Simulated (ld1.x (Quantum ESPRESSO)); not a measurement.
**An all-electron radial function and its pseudo partner (Si (Z = 14))**

Columns: radius, all-electron u(r) and pseudo u(r) of the 3s shell (level -10.78 eV) of silicon in the configuration [Ne] 3s2 3p2; revPBE, scalar-relativistic, TM scheme, ld1.x (Quantum ESPRESSO) 7.5.

```tsv
r (bohr)	all-electron	pseudo
0.093	0.1356	0.0450
0.185	-0.0936	0.0872
0.278	-0.2723	0.1256
0.370	-0.3349	0.1579
0.463	-0.3050	0.1850
0.555	-0.2175	0.2079
0.648	-0.0988	0.2306
0.740	0.0293	0.2570
0.833	0.1568	0.2927
0.925	0.2738	0.3404
1.018	0.3789	0.4024
1.110	0.4682	0.4729
1.203	0.5437	0.5440
1.295	0.6047	0.6047
1.388	0.6534	0.6534
1.480	0.6896	0.6896
1.573	0.7151	0.7151
1.665	0.7306	0.7306
1.758	0.7376	0.7376
1.850	0.7371	0.7371
1.943	0.7303	0.7303
2.035	0.7184	0.7184
2.128	0.7020	0.7020
2.220	0.6825	0.6825
2.313	0.6602	0.6602
2.405	0.6361	0.6361
```

**Question.** How many radial nodes do the two functions have?

**Answer.** The all-electron 3s function has n − l − 1 = 2; the pseudo-wave has 0, since the states of the same l below it are removed with the core.

**Question.** At about which radius was the pseudo-wave matched?

**Answer.** 1.30 bohr. The columns agree to 0.0005 from 1.20 bohr on; several derivatives are matched, so the curves merge somewhat inside the radius.

**Question.** Where does each function peak?

**Answer.** Outermost all-electron maximum near 1.76 bohr, pseudo maximum near 1.76 bohr (to the table’s step).

**Question.** Is the pseudo-wave norm-conserving?

**Answer.** Yes: the TM scheme keeps the norm inside the radius equal to the all-electron one, which fixes the energy derivative of the logarithmic derivative at the level.
